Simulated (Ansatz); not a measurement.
A structure relaxed at r2SCAN-D4/def2-SVP in Ansatz, charge 0, singlet:

```
atom   x (Å)   y (Å)   z (Å)
 Hg1  -0.911   1.973   0.302
 Hg2   0.598  -0.181   0.432
 Te3   2.032  -2.470   0.399
 Cl4  -2.246   3.913   0.190
 Cl5   0.527  -3.236  -1.323
```

**Question.** Give its formula and point group.

**Answer.** the cluster Hg2TeCl2. Point group Cs (tolerance 0.1 Å).

**Question.** Summarise the bond lengths by kind (pairs closer than 1.2 times the sum of covalent radii, bridged metal pairs left out).

**Answer.** 1 × Hg–Hg 2.63 Å; 1 × Cl–Te 2.41 Å; 1 × Hg–Te 2.70 Å; 1 × Cl–Hg 2.36 Å.

In the def2 sets Hg, Te take a core potential; there is no spin–orbit coupling. Another isomer (singlet) lies 0.97 eV lower at PBE0-D4/def2-TZVP; other spin states weren't run for this one.
